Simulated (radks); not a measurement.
Valence configurations of Cr III (all share [Ar]). Method: scalar-relativistic Kohn-Sham, r2SCAN, spin-unpolarised, spherical densities, finite nucleus; meta-GGA in the generalised Kohn-Sham scheme; Fermi nuclear charge, rms radius 3.6452 fm; computed with a radial shooting solver on a logarithmic mesh with Libxc functionals. Energies are relative to 3d4; eigenvalues in eV.

valence          E (eV)    e(3d)    e(4p)    e(4s)
3d4               0.000  -22.583        -        -
3d3 4s1           6.241  -28.368        -  -20.593
3d3 4s0.5 4p0.5   9.088  -28.950  -15.148  -20.756
3d3 4p1          11.875  -29.517  -15.422        -
3d2 4s2          15.921  -34.816        -  -23.056
3d2.5 4s0.5 4p1  16.596  -32.644  -16.375  -22.283
3d2 4s1 4p1      22.271  -35.928  -17.275  -23.549
3d1.5 4s1 4p1.5  32.307  -39.906  -18.386  -24.945
3d1.5 4s0.5 4p2  35.577  -40.440  -18.624  -25.150
3d1 4s2 4p1      36.949  -42.953  -18.945  -25.839

NIST lists [Ar] 3d4 as the ground configuration; this level of theory agrees among the configurations tried. The energies are those of spherical spin-averaged densities, not of single terms.
